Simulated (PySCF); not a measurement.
## A small calculation by hand: entropy of an ideal gas

1-bromobuta-1,2-diene (C4H5Br), SMILES BrC=C=CC.

The structure is a stationary point at PBE0-D3(BJ)/def2-SVP.

PySCF with PBE0-D3(BJ)/def2-SVP gives the harmonic wavenumbers 101, 152, 202, 269, 443, 560, 690, 719, 874, 903, 1041, 1088, 1147, 1220, 1379, 1417, 1451, 1476, 2092, 3053, 3134, 3144, 3180, 3224 cm⁻¹ and the rotational temperatures 0.6468, 0.0523, 0.0504 K. The molar mass is 132.99 g/mol, the symmetry number 1, the spin multiplicity 1.

Question: Work out the entropy at 298.15 K and 1 atm in the rigid-rotor, harmonic-oscillator model.

Answer: 
Translation (Sackur–Tetrode at 1 atm): S = R[1.5 ln M + 2.5 ln T − 1.16487] = 169.7 J/(mol K).
Rotation: q = (√π/σ) T^1.5/√(θA θB θC) = 221000, S = R[ln q + 3/2] = 114.8 J/(mol K).
Vibration: with u = 1.4388 ν/T, each mode gives R[u/(e^u − 1) − ln(1 − e^−u)]:
| ν (cm⁻¹) | modes | u | S (J/(mol K)) |
|---|---|---|---|
| 101 | 1 | 0.49 | 14.37 |
| 152 | 1 | 0.73 | 11.08 |
| 202 | 1 | 0.97 | 8.85 |
| 269 | 1 | 1.30 | 6.71 |
| 443 | 1 | 2.14 | 3.42 |
| 560 | 1 | 2.70 | 2.19 |
| 690 | 1 | 3.33 | 1.33 |
| 719 | 1 | 3.47 | 1.19 |
| 874 | 1 | 4.22 | 0.65 |
| 903 | 1 | 4.36 | 0.58 |
| 1041 | 1 | 5.02 | 0.33 |
| 1088 | 1 | 5.25 | 0.27 |
| 1147 | 1 | 5.54 | 0.22 |
| 1220 | 1 | 5.89 | 0.16 |
| 1379 | 1 | 6.65 | 0.08 |
| 1417 | 1 | 6.84 | 0.07 |
| 1451 | 1 | 7.00 | 0.06 |
| 1476 | 1 | 7.12 | 0.05 |
The stiffer modes add less than 0.005 each. Sum 51.6 J/(mol K).
Spin: R ln 1 = 0.0 J/(mol K).
Total 336.1 J/(mol K); the program's own thermochemistry gives 336.1. Translation makes up 50 % and vibration 15 %. Anharmonicity, hindered rotation and orbital degeneracy are left out.
